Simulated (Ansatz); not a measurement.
Consider the hydrogenolysis of a C–Si bond: `[SiH3]COCS` + H₂ → `COCS` + SiH₄.

Calculated with Ansatz (gas phase, PBE0-D4/def2-TZVP geometries, no zero-point term in ΔE). CCSD(T)/CBS is the MP2 limit (def2-TZVPP, def2-QZVPP) plus CCSD(T) − MP2 in def2-TZVPP, frozen cores. This one scheme is used for every species. DFT in def2-TZVPP. B3LYP here is the variant with VWN-RPA as its local correlation; programs differ in this. Each species was taken in one conformer, which may not be the lowest.

CCSD(T)/CBS gives -8.5 kcal/mol.

Another level gave -9.4 kcal/mol. Which?
A. HF/def2-TZVPP
B. MP2/def2-TZVPP
C. PBE/def2-TZVPP
D. B3LYP/def2-TZVPP

C. PBE -9.4, B3LYP -11.4, MP2/def2-TZVPP -8.2, HF/def2-TZVPP -15.0 kcal/mol.

Largest T1 diagnostic among the species: 0.012.

The D4 term adds +2.3 kcal/mol with B3LYP and +1.3 kcal/mol with PBE0; it sums over pairs of atoms, weighted by their polarisabilities, and B3LYP, whose exchange is more repulsive, gets the larger term. From PBE to PBE0 (25 % exact exchange), in def2-TZVPP and without D4, ΔE moves by −0.9 kcal/mol.

CCSD(T)/CBS has its own doubt, a few kJ/mol and more with outer-core shells, so smaller differences from it don't rank the levels.
